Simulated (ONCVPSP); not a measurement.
## Before and after: ONCV potential for Sc

```
Element                 : Sc (Z = 21)
Generator               : ONCVPSP 4.0.1
Type                    : optimised norm-conserving Vanderbilt (ONCV)
Functional              : LDA (Perdew-Zunger)
Relativity              : scalar-relativistic
Frozen core             : [Ne]
Valence charge          : 11
Reference configuration : 3s2 3p6 3d1 4s1.5 (charge +0.5)
Partial waves           : 3s+4s: rc 1.40 bohr, ncon 4, nbas 9, qcut 9.4 1/bohr, 2 projectors; 3p: rc 1.80 bohr, ncon 4, nbas 9, qcut 8.4 1/bohr, 2 projectors, debl 3.8 Ha; 3d: rc 2.00 bohr, ncon 4, nbas 8, qcut 7.5 1/bohr, 2 projectors, debl 3.5 Ha
Local potential         : polynomial inside 1.00 bohr (lpopt 5, dvloc0 3 Ha)
Core correction         : polynomial model core, fcfact 0.4
```

Change: s: qcut 10.2.

Cutoffs: the cutoffs (Ha) at which the residual kinetic energy of the hardest occupied pseudo-wave falls to 1 and 0.1 mHa per electron; they do not see the model core or the augmentation charge, which bear on the density cutoff. Errors are all-electron minus pseudo energies relative to the spin-unpolarised reference configuration.

Q: Predict the effect on cutoff, ghosts and configuration errors.

A: The potential gets harder (29 Ha and 34 Ha → 31 Ha and 37 Ha); the errors of the 4 common tests hardly move; neither file shows a bound ghost. The waves are optimised to have the least kinetic energy above qcut, so the cutoff follows it (qcut²/2 in Ha).

```csv
quantity,base,changed
"cutoff, loose",29 Ha,31 Ha
"cutoff, tight",34 Ha,37 Ha
loose cutoff by channel,"s 29 Ha, p 18 Ha, d 22 Ha","s 31 Ha, p 18 Ha, d 22 Ha"
bound ghosts,none,none
GHOST(+) flags under 300 eV,none,none
"error for 3s2 3p6 3d1 4s2, meV [ΔE -2.82 eV]",+0.2,+0.2
"error for 3s2 3p6 3d1 4s1, meV [ΔE 4.24 eV]",-0.2,-0.2
"error for 3s2 3p6 3d1 4s0, meV [ΔE 17.20 eV]",-0.7,-0.6
"error for 3s2 3p6 3d1 4s1 4p1, meV [ΔE 0.02 eV]",+0.4,+0.4
s: phases at 1.42 bohr within 0.05 rad from the reference energy up to (Ha; the scan ends near 5),to the end of the scan,to the end of the scan
p: phases at 1.82 bohr within 0.05 rad from the reference energy up to (Ha; the scan ends near 5),to the end of the scan,to the end of the scan
d: phases at 2.03 bohr within 0.05 rad from the reference energy up to (Ha; the scan ends near 5),to the end of the scan,to the end of the scan
"rms error of d²Exc/dni dnj with the model core, mHa",0.70,0.74
```
